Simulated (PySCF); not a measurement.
PySCF input (CCSD(T)/cc-pVDZ):

```python
from pyscf import gto, scf, mp, cc as ccmod

mol = gto.M(
    atom='''
    F    -0.92925186    1.15465576   -0.28867094
    C    -0.47716006    0.04464233    0.31775044
    F    -1.09408911   -1.01463247   -0.23142999
    Cl    1.28023052   -0.09512174    0.08181567
    H    -0.69088967    0.08900590    1.38353929
    ''',
    basis='cc-pvdz',
    charge=0,
    spin=0,
    verbose=4,
)

mf = scf.RHF(mol)
mf.conv_tol = 1e-10
mf.max_cycle = 100
mf.kernel()
mp2 = mp.MP2(mf, frozen=8).run()
cc = ccmod.CCSD(mf, frozen=8)
cc.max_cycle = 100
cc.kernel()
et = cc.ccsd_t()
print(f'E(CCSD(T)) = {cc.e_tot + et:.9f}')
```

Output:

```
PySCF version 2.14.0

[INPUT] verbose = 4
[INPUT] num. atoms = 5
[INPUT] num. electrons = 42
[INPUT] charge = 0
[INPUT] spin (= nelec alpha-beta = 2S) = 0
[INPUT] symmetry False subgroup None
[INPUT] Mole.unit = angstrom
[INPUT] Symbol           X                Y                Z      unit          X                Y                Z       unit  Magmom
[INPUT]  1 F     -0.929251860000   1.154655760000  -0.288670940000 AA   -1.756031516143   2.181983154552  -0.545509016721 Bohr   0.0
[INPUT]  2 C     -0.477160060000   0.044642330000   0.317750440000 AA   -0.901701830981   0.084361777262   0.600461307560 Bohr   0.0
[INPUT]  3 F     -1.094089110000  -1.014632470000  -0.231429990000 AA   -2.067528773769  -1.917377485391  -0.437339298111 Bohr   0.0
[INPUT]  4 Cl     1.280230520000  -0.095121740000   0.081815670000 AA    2.419285059110  -0.179754037092   0.154609208998 Bohr   0.0
[INPUT]  5 H     -0.690889670000   0.089005900000   1.383539290000 AA   -1.305592258591   0.168196774470   2.614510340675 Bohr   0.0

nuclear repulsion = 167.195684551081
number of shells = 23
number of NR pGTOs = 126
number of NR cGTOs = 65
basis = cc-pvdz
ecp = {}

******** <class 'pyscf.scf.hf.RHF'> ********
method = RHF
initial guess = minao
damping factor = 0
level_shift factor = 0
DIIS = <class 'pyscf.scf.diis.CDIIS'>
diis_start_cycle = 1
diis_space = 8
diis_damp = 0
SCF conv_tol = 1e-10
SCF conv_tol_grad = None
SCF max_cycles = 100
direct_scf = True
direct_scf_tol = 1e-13
Set gradient conv threshold to 1e-05
Initial guess from minao.
init E= -697.286046920152
  HOMO = -0.399626969007278  LUMO = 0.121919407409955  gap/eV = 14.19200
cycle= 1 E= -696.671710303851  delta_E= 0.614  |g|= 0.838  |ddm|= 1.89
  HOMO = -0.485135759947986  LUMO = 0.0818844904280223  gap/eV = 15.42941
cycle= 2 E= -696.775354733155  delta_E= -0.104  |g|= 0.545  |ddm|= 0.86
  HOMO = -0.48189916584467  LUMO = 0.157190782855034  gap/eV = 17.39052
cycle= 3 E= -696.83021480977  delta_E= -0.0549  |g|= 0.0479  |ddm|= 0.315
  HOMO = -0.481436169907761  LUMO = 0.166621701145413  gap/eV = 17.63455
cycle= 4 E= -696.831240878487  delta_E= -0.00103  |g|= 0.017  |ddm|= 0.0659
  HOMO = -0.48080774141205  LUMO = 0.166779903174162  gap/eV = 17.62176
cycle= 5 E= -696.831361377884  delta_E= -0.00012  |g|= 0.00456  |ddm|= 0.0254
  HOMO = -0.481547635865236  LUMO = 0.166848680688872  gap/eV = 17.64376
cycle= 6 E= -696.83137308855  delta_E= -1.17e-05  |g|= 0.00102  |ddm|= 0.00845
  HOMO = -0.481453855658383  LUMO = 0.166991779165973  gap/eV = 17.64510
cycle= 7 E= -696.831373820135  delta_E= -7.32e-07  |g|= 0.000242  |ddm|= 0.00242
  HOMO = -0.481503605341521  LUMO = 0.167029607938532  gap/eV = 17.64749
cycle= 8 E= -696.831373861707  delta_E= -4.16e-08  |g|= 4.9e-05  |ddm|= 0.000589
  HOMO = -0.481497390943161  LUMO = 0.167028903551746  gap/eV = 17.64730
cycle= 9 E= -696.831373863633  delta_E= -1.93e-09  |g|= 1.42e-05  |ddm|= 0.000121
  HOMO = -0.481502351509219  LUMO = 0.167027767685844  gap/eV = 17.64740
cycle= 10 E= -696.831373863796  delta_E= -1.63e-10  |g|= 4e-06  |ddm|= 3.64e-05
  HOMO = -0.481501537654601  LUMO = 0.167028159954017  gap/eV = 17.64739
cycle= 11 E= -696.831373863807  delta_E= -1.14e-11  |g|= 1.18e-06  |ddm|= 1.05e-05
  HOMO = -0.481501698951606  LUMO = 0.167028031303552  gap/eV = 17.64739
Extra cycle  E= -696.83137386381  delta_E= -2.73e-12  |g|= 5.92e-07  |ddm|= 2e-06
converged SCF energy = -696.83137386381

******** <class 'pyscf.mp.mp2.RMP2'> ********
nocc = 13, nmo = 57
frozen orbitals 8
E(RMP2) = -697.474566931566  E_corr = -0.643193067756086
E(SCS-RMP2) = -697.452454245027  E_corr = -0.621080381217727
E_corr(same-spin) = -0.173943807795665
E_corr(oppo-spin) = -0.469249259960421

******** <class 'pyscf.cc.ccsd.CCSD'> ********
CC2 = 0
CCSD nocc = 13, nmo = 57
frozen orbitals 8
max_cycle = 100
direct = 0
conv_tol = 1e-07
conv_tol_normt = 1e-05
diis_space = 6
diis_start_cycle = 0
diis_start_energy_diff = 1e+09
Init t2, MP2 energy = -697.47456692221  E_corr(MP2) -0.64319305839995
Init E_corr(CCSD) = -0.64319305840011
cycle = 1  E_corr(CCSD) = -0.649503979451158  dE = -0.00631092105  norm(t1,t2) = 0.0578605
cycle = 2  E_corr(CCSD) = -0.66342134852347  dE = -0.0139173691  norm(t1,t2) = 0.0168626
cycle = 3  E_corr(CCSD) = -0.663735337112105  dE = -0.000313988589  norm(t1,t2) = 0.00894162
cycle = 4  E_corr(CCSD) = -0.66565230818287  dE = -0.00191697107  norm(t1,t2) = 0.00315416
cycle = 5  E_corr(CCSD) = -0.665660550870153  dE = -8.24268728e-06  norm(t1,t2) = 0.000812022
cycle = 6  E_corr(CCSD) = -0.665583128212147  dE = 7.7422658e-05  norm(t1,t2) = 0.000315964
cycle = 7  E_corr(CCSD) = -0.665578748536648  dE = 4.3796755e-06  norm(t1,t2) = 7.96253e-05
cycle = 8  E_corr(CCSD) = -0.66558245756586  dE = -3.70902921e-06  norm(t1,t2) = 2.45421e-05
cycle = 9  E_corr(CCSD) = -0.665582619608464  dE = -1.62042605e-07  norm(t1,t2) = 9.48057e-06
cycle = 10  E_corr(CCSD) = -0.665582518257698  dE = 1.01350766e-07  norm(t1,t2) = 3.04887e-06
cycle = 11  E_corr(CCSD) = -0.665582397846246  dE = 1.20411453e-07  norm(t1,t2) = 1.01006e-06
cycle = 12  E_corr(CCSD) = -0.665582359729619  dE = 3.81166264e-08  norm(t1,t2) = 3.88261e-07
CCSD converged
E(CCSD) = -697.4969562235392  E_corr = -0.6655823597296193
CCSD(T) correction = -0.0143113508882224
E(CCSD(T)) = -697.511267574
```
